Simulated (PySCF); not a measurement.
## Two-component Hartree-Fock for Bi⁶³⁺ (bismuth, charge +63)

Start: [Ar] 3d2; 3d3/2 filled at m_j = +1/2, +3/2. Calculated with PySCF 2.14 in an uncontracted even-tempered set (15 s from 21 bohr⁻², ratio 2.8; 12 p from 27 bohr⁻², ratio 2.8; 8 d from 27 bohr⁻², ratio 2.8; 3 f from 84 bohr⁻², ratio 3): generalised Hartree-Fock with the X2C-1e Hamiltonian and a Gaussian nucleus; one run each with spin-orbit coupling (SO) switched off, then screened by Boettger's factors.

```tsv
spinor shell	electrons	ε, spin-free (eV)	ε, screened SO (eV)	weight of nominal j (screened SO)	rms radius, screened SO (bohr)
1s1/2	2	-95860.5	-95815.2	1.000	0.0178
2s1/2	2	-21187.9	-21171.5	1.000	0.0712
2p1/2	2	-18835.5	-20544.4	1.000	0.0601
2p3/2	4	-18835.5	-18175.0	1.000	0.0682
3s1/2	2	-8155.6	-8150.4	1.000	0.176
3p1/2	2	-7457.3	-7904.5	1.000	0.166
3p3/2	4	-7457.3	-7280.1	1.000	0.181
3d3/2	2	-6911.6	-6984.0	0.999	0.153
```

```
   quantity     spin-free   screened SO
E (hartree)  -17276.98949  -17322.30711
        M_J             2             2
       ⟨J²⟩         8.000         6.005
       ⟨L²⟩        12.000        10.096
       ⟨S²⟩         2.000         1.564
```

Each row is a mean over spinors that exchange with the open shell spreads, by up to 39.436 eV (3p1/2).

Breit and QED terms are absent; they matter most for the inner s and p1/2 levels.

Densities and radii are taken from the X2C orbitals without a picture-change correction, which distorts them close to the nucleus.

Without spin-orbit coupling the j labels of p, d and f shells carry no meaning; the spin-free column gives the mean over the occupied spinors of each nl shell, and its ⟨J²⟩ belongs to a mixture of degenerate components.
